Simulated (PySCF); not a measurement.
Species: C₂H₅ClSi.
Atom-mapped SMILES: `[Cl:1][C@@H:2]1[CH2:3][SiH2:4]1` (hydrogens: H5 on C2; H6, H7 on C3; H8, H9 on Si4)

Structure used (PBE0-D3(BJ)/def2-SVP), in Å, numbered top down from 1:
```xyz
9
C2H5ClSi angstrom
Cl    -1.454   -0.010   -1.887
C     -0.829    0.269   -0.256
C      0.619    0.739   -0.129
Si     0.304   -0.956    0.589
H     -1.562    0.818    0.345
H      1.184    0.778   -1.067
H      0.795    1.612    0.509
H      0.757   -2.135   -0.185
H      0.200   -1.133    2.059
```

The closed-shell ground state was solved at several levels (PySCF, density fitting, gas phase, non-relativistic).

```json
{"level": "PBE0/pcSseg-1", "basis functions": "107", "total energy (Eh)": "-828.4529", "HOMO (eV)": "-7.03", "LUMO (eV)": "-0.16", "gap (eV)": "6.87", "dipole (D)": "2.12"}
{"level": "HF/pcSseg-2", "basis functions": "228", "total energy (Eh)": "-827.0791", "HOMO (eV)": "-9.59", "LUMO (eV)": "2.27", "gap (eV)": "11.86", "dipole (D)": "2.50"}
```

Q: What might B3LYP/def2-SVPD (131 basis functions) give for the same quantities?

A: Total energy -828.6172 Eh, HOMO -6.83 eV, LUMO -0.50 eV, gap 6.33 eV, dipole 2.14 D.

Q: Over all these levels, which gives the widest orbital gap and which the narrowest?

A: HF/pcSseg-2 (Hartree–Fock, all exact exchange) has the widest, 11.86 eV, and B3LYP/def2-SVPD (global hybrid, 20 % exact exchange) the narrowest, 6.33 eV. Functional and basis both differ between the two, so the spread mixes both effects. The HOMO need not be the same orbital at Hartree–Fock and at DFT levels.

Q: How far do the dipole and the HOMO energy spread over the levels?

A: The dipole runs from 2.12 to 2.50 D (mean 2.26 D) and the HOMO from -9.59 to -6.83 eV.
